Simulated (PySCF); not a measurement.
In(F)3 anion (F3In), SMILES [F][In]([F])[F] (connectivity only; charge and spin as stated), charge -1, multiplicity 2. Geometry: B3LYP-D3(BJ)/def2-SVPD. The multiplicity is an assumed one; other spin states were not compared. The isomer is the one that the SMILES or the coordinates give; other isomers of the formula were not compared. The def2 effective core potentials stand for the cores of In; spin–orbit coupling is left out.

Calculation: B3LYP-D3(BJ)/def2-SVPD in PySCF.

Harmonic wavenumbers (cm⁻¹): 123, 123, 148, 454, 458, 458. Rotational constants (GHz): 3.974, 3.974, 2.407; symmetry number 3.

Work out the zero-point energy and the ideal-gas rigid-rotor harmonic-oscillator thermochemistry at 298.15 K and 1 atm.

ZPE = ½ Σ hcν = ½ × 1762 cm⁻¹ = 2.52 kcal/mol. H − E(el) = 6.65 kcal/mol. Entropy in cal/(mol K): translation 41.33, rotation 24.36, vibration 11.15, spin 1.38, total 78.21. G − E(el) = -16.67 kcal/mol. Cp = 17.75 cal/(mol K). Modes under 150 cm⁻¹ make the vibrational entropy uncertain.
